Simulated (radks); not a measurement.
Species: the oxygen ion O4+. Configuration: [He] 2s2 (the NIST ground configuration).

Calculated with a radial shooting solver on a logarithmic mesh with Libxc functionals: scalar-relativistic Kohn-Sham, PBE, spin-polarised, spherical densities, finite nucleus; Fermi nuclear charge, rms radius 2.6991 fm.

Energy parts (eV):
total: -1860.114
kinetic: 1860.483
electron-nucleus: -4016.276
Hartree: 458.911
exchange-correlation: -163.232

Orbitals (lengths in bohr, moments of r in powers of bohr; r(max) is where P^2 peaks):
orbital,occ.,eigenvalue (eV),r(max)
1s,2,-620.4753,0.1290
2s,2,-102.7239,0.7824

The highest occupied level is 2s at -102.72 eV. For comparison, the ionisation energy in NIST's Atomic Spectra Database is 113.90 eV (measured). In exact Kohn-Sham theory the highest level is minus the ionisation energy, but local and semilocal functionals leave it too shallow, through self-interaction and a potential that decays too fast; potentials with the right tail come closer.
